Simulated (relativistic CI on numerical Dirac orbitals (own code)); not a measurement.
## What each ingredient does to the levels of Eu41+

Base calculation: Dirac-Coulomb-Breit CI, orbitals from a KLI potential per configuration, model QED, unscaled Slater integrals.

CI space (outside the closed core [Ne]): 3s2.3p6.3d4, 3s2.3p5.3d5, 3s.3p6.3d5, 3s2.3p6.3d3.4s, 3s2.3p6.3d3.4p, 3s2.3p6.3d3.4d, 3s2.3p5.3d4.4s, 3s2.3p6.3d3.4f, 3s2.3p5.3d4.4p, 3s.3p6.3d4.4s, 3p6.3d5.4p, 3s.3p6.3d4.4p, 3s2.3p6.3d2.4s.4p, 3s2.3p6.3d3.5s, 3s2.3p6.3d3.5p, 3s.3p6.3d4.4d, 3s2.3p6.3d3.5d, 3s2.3p6.3d3.5g, 3s2.3p6.3d3.6s, 3p6.3d6, 3p5.3d7, 3p5.3d6.4s, 3p6.3d5.4s, 3p5.3d5.4s2, 3s2.3p6.3d2.4s2, 3s2.3p6.3d.4s2.4p, 3s2.3p6.3d.4s2.4d, 3s2.3p6.3d2.4p2, 3s2.3p6.3d.4s.4p2, 3s2.3p6.3d.4p3, 3s2.3p6.3d.4p2.4d, 3s2.3p5.3d2.4s.4p2, 3s2.3p6.3d2.4s.4d, 3s2.3p6.3d.4s.4p.4d, 3s2.3p6.3d.4s.4d2, 3s2.3p5.3d2.4s2.4d, 3s.3p6.3d3.4s2, 3s.3p6.3d2.4s2.4p, 3s.3p6.3d2.4s2.4d. Double excitations out of closed p, d and f shells are left out; levels of such configurations are missing from the list, as are those of other unlisted configurations, and high levels can miss mixing partners. These lack a partner that the ground configuration has and come out too high: 3s2.3p5.3d4.4p.

Variants: (1) Breit term removed; (2) only the first configuration. Shifts of the energy above 3s2.3p6.3d4 3P_0, in cm⁻¹, for the lowest level and the first level of each name with at least 55 % of one term (blank where a level changes its place among those of its configuration and J or its character, or is not in the variant):

| Level | Base | Δ(1) | Δ(2) |
| --- | --- | --- | --- |
| 3s2.3p6.3d4 3P_0 | 0 | 0 | 0 |
| 3s2.3p6.3d4 5D_1 | 208821 | +7642 | -1174 |
| 3s2.3p6.3d4 5D_0 | 481342 | +13647 | +402 |
| 3s2.3p6.3d4 3H_5 | 541796 | +24730 | -2846 |
| 3s2.3p6.3d4 3G_4 | 596669 | +23840 | +211 |
| 3s2.3p6.3d4 3G_5 | 822490 | +32240 | -1578 |
| 3s2.3p6.3d4 3D_1 | 823990 | +21776 | +1866 |
| 3s2.3p6.3d4 1S_0 | 986894 | +19529 | +7581 |
| 3s2.3p6.3d4 1D_2 | 1033112 | +24800 | +2500 |

At this charge energies of transitions that change n are usually good to better than 1 %, and those within a shell (Δn = 0) to a few per cent.

Ionisation energy from the two ground configurations alone: base 3168.4 eV; Breit term removed 3170.9 eV. The NIST ASD value (theoretical) is 3168 eV.

LS names give the leading component of a level, which can be under half, so a name can repeat, a term be missing and a line seem to break the LS rules.
